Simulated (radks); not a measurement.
Problem. The mean radii <r> (bohr) of the occupied orbitals of an atom or ion are listed with their occupations. Calculated with a radial shooting solver on a logarithmic mesh with Libxc functionals: Dirac Kohn-Sham, PBE, spin-unpolarised, spherical densities, point nucleus.

| orbital | occ. | <r> |
|---|---|---|
| 1s1/2 | 2 | 0.03263 |
| 2s1/2 | 2 | 0.1415 |
| 2p1/2 | 2 | 0.1203 |
| 2p3/2 | 4 | 0.1251 |
| 3s1/2 | 2 | 0.3888 |
| 3p1/2 | 2 | 0.3810 |
| 3p3/2 | 4 | 0.3915 |
| 3d3/2 | 4 | 0.3645 |
| 3d5/2 | 6 | 0.3679 |
| 4s1/2 | 2 | 0.8996 |
| 4p1/2 | 1.33333 | 0.9359 |
| 4p3/2 | 2.66667 | 0.9546 |

Name the element and its charge. Open shells, if any, are shared by 2j + 1.

Solution. Z = 45, rhodium, charge +11: Rh11+ in [Ar] 3d10 4s2 4p4. The 1s radius gives Z: for a bare nucleus <r> = (2 gamma + 1)/(2Z) with gamma = sqrt(1 - (Z/c)^2), 0.0321 bohr for Z = 45, and screening makes it slightly larger (0.03263 here). The occupations add up to 34, and the charge is Z minus that.
